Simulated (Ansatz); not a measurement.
Ansatz results at the PBE0-D4/def2-TZVP geometry: size of the dipole moment (ωB97M-V/def2-TZVPP) 1.68 D; HOMO energy (PBE/def2-TZVPP) -4.62 eV; LUMO energy (PBE/def2-TZVPP) -1.48 eV.

Each molecule was computed in one conformer, which needn't be the lowest.

Which molecule gave them?
A. `[SiH3][O][ZnH]`
B. `C[O][Zn][F]`
C. `C[N](C)[Zn][OH]`
D. `[ZnH2]`

C. The others give `[SiH3][O][ZnH]`: 1.75, -6.81, -1.38; `C[O][Zn][F]`: 1.88, -6.30, -2.35; `[ZnH2]`: 0.00, -6.86, -1.40.
